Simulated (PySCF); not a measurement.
This PySCF input asks for the NMR shieldings of SMILES C=CC[C@@H](F)C(=O)NC, C₆H₁₀FNO; the geometry comes from GFN2-xTB.

```python
import basis_set_exchange as bse
import numpy as np
from pyscf import gto, dft
from pyscf.prop import nmr

atoms = """
C     3.650454    0.125697   -0.193228
C     2.509058   -0.021119   -0.837540
C     1.223697   -0.420391   -0.181979
C     0.178215    0.696145   -0.265696
F    -0.220850    0.878316   -1.578902
C    -1.023480    0.357971    0.623665
O    -0.889821    0.240800    1.823860
N    -2.182755    0.188294   -0.031260
C    -3.414002   -0.134242    0.646230
H     3.728172   -0.050305    0.867099
H     4.555659    0.419342   -0.696118
H     2.446567    0.162624   -1.901855
H     0.813192   -1.306847   -0.673768
H     1.378823   -0.641443    0.874566
H     0.607565    1.649861    0.064384
H    -2.211253    0.318110   -1.030884
H    -3.808372   -1.088387    0.292467
H    -3.191800   -0.205676    1.709796
H    -4.158872    0.645872    0.481701
"""
names = dict.fromkeys(["C", "F", "O", "N", "H"], "pcSseg-1")
basis = {el: gto.basis.parse(bse.get_basis(n, elements=[el], fmt="nwchem")) for el, n in names.items()}
mol = gto.M(atom=atoms, basis=basis, charge=0, verbose=0)
mf = dft.RKS(mol, xc="PBE0")
mf.grids.level = 2
mf.grids.alignment = dft.numint.BLKSIZE   # the property module wants whole blocks of grid points
mf.conv_tol = 1e-9
mf.kernel()

calc = nmr.RKS(mf)   # GIAO
C = mf.mo_coeff
Co = C[:, mf.mo_occ > 0]
resp = mf.gen_response(singlet=True, hermi=2)
def vind(x):   # induced exchange potential for any number of trial vectors
    d = np.einsum("pi,xij,qj->xpq", C, 2 * x.reshape(-1, C.shape[1], Co.shape[1]), Co, optimize=True)
    return np.einsum("xpq,pi,qj->xij", resp(d - d.transpose(0, 2, 1)), C, Co, optimize=True).ravel()
mo1, _ = nmr.rhf.solve_mo1(calc, with_cphf=vind)
sigma = calc.kernel(mo1)
for i, s in enumerate(sigma):   # ppm
    w = np.linalg.eigvalsh((s + s.T) / 2)
    print("%2d %-2s iso %8.1f  s11 %8.1f  s22 %8.1f  s33 %8.1f" % (i, mol.atom_pure_symbol(i), w.mean(), *w))
```

**Question.** What does it print?

**Answer.** 
```
 0 C  iso     62.5  s11    -49.9  s22     79.9  s33    157.4
 1 C  iso     42.7  s11    -83.5  s22     47.2  s33    164.5
 2 C  iso    142.5  s11    128.4  s22    143.3  s33    155.9
 3 C  iso     87.7  s11     59.7  s22     79.2  s33    124.1
 4 F  iso    398.8  s11    386.0  s22    394.6  s33    415.8
 5 C  iso     15.7  s11    -69.2  s22     24.6  s33     91.8
 6 O  iso    -36.1  s11   -323.7  s22   -163.4  s33    378.7
 7 N  iso    152.1  s11     49.5  s22    194.9  s33    212.1
 8 C  iso    161.0  s11    131.7  s22    163.8  s33    187.5
 9 H  iso     26.1  s11     22.7  s22     25.4  s33     30.3
10 H  iso     26.2  s11     23.4  s22     25.2  s33     30.0
11 H  iso     25.2  s11     22.5  s22     23.9  s33     29.3
12 H  iso     29.2  s11     25.9  s22     29.6  s33     32.2
13 H  iso     28.9  s11     24.3  s22     30.3  s33     32.2
14 H  iso     27.0  s11     24.8  s22     26.7  s33     29.3
15 H  iso     26.0  s11     17.5  s22     29.1  s33     31.3
16 H  iso     29.2  s11     23.6  s22     27.4  s33     36.5
17 H  iso     27.3  s11     22.8  s22     27.7  s33     31.4
18 H  iso     29.2  s11     23.6  s22     27.3  s33     36.7
```

These numbers come from an equivalent density-fitted implementation of the same equations, which agrees with the script to about 0.01 ppm for H and up to a few tenths of a ppm for heavy atoms, so last digits may differ.

**Question.** Turn these shieldings into chemical shifts. δ = σ(ref) − σ, references computed at the same level: 13C (σ = 186.93 ppm), 1H (σ = 31.72 ppm) against TMS; CFCl3 for 19F (σ = 170.95 ppm); 17O (σ = 336.08 ppm) vs H2O; NH3 for 15N (σ = 267.73 ppm).

**Answer.** Averaging equivalent atoms: C 5: 171.2; C 1: 144.2; C 0: 124.4; C 3: 99.3; C 2: 44.4; C 8: 25.9; F 4: -227.8; O 6: 372.2; N 7: 115.6; H 11: 6.49; H 15: 5.75; H 9: 5.58; H 10: 5.51; H 14: 4.76; H 16/17/18: 3.17; H 13: 2.77; H 12: 2.48 ppm. Unscaled 19F shifts against computed CFCl3 carry errors that often reach 10 to 50 ppm. Unscaled 17O shifts of doubly bonded oxygen tend to come out too high, by tens of ppm or more. Experimental scales use liquid or dissolved standards, which lie at an offset from isolated NH3 (liquid NH3: subtract about 20 ppm) and H2O (liquid H2O: subtract about 36 ppm).

Size and cost of the density-fitted run: 203 basis functions, 36 s wall time on 1 thread of an Arm Neoverse V1, shared host.
